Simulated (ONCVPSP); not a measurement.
# Transferability test, ONCV potential for aluminium (Al)

ONCVPSP 4.0.1 input, shortened (lines: element, Z, core and valence counts, functional; n l f; lmax; l rc ep ncon nbas qcut; lloc lpopt rc5 dvloc0; l nproj debl; icmod fcfact rcfact), PBE, scalar-relativistic:

```
  Al 13.00    3    2        4      upf
    1    0    2.00
    2    0    2.00
    2    1    6.00
    3    0    2.00
    3    1    1.00
    2
    0    2.05    0.00    4    7    2.50
    1    2.10    0.00    4    8    3.20
    2    1.95    0.30    4    7    5.70
    4    5    1.55    0.00
    0    1    0.50
    1    2    1.70
    2    2    3.60
    0    0.00    0.00
```

Energies are relative to the spin-unpolarised reference configuration 3s2 3p1; without spin polarisation the order of configurations can differ from experiment.

(1) Give the all-electron excitation energy and the error of the potential for: 3s2 3p0; 3s1 3p0; 3s2 3p0.5; 3s1 3p1.

Note: no bound ghost flagged; GHOST(+) flagged for s at 3.9 eV.

## Answers

(1)

```
valence configuration  charge  ΔE all-electron (eV)  error AE − PS (meV)
              3s2 3p0      +1                 5.761                  +16
              3s1 3p0      +2                24.987                 +248
            3s2 3p0.5    +0.5                 2.086                 +2.9
              3s1 3p1      +1                11.571                  +18
```
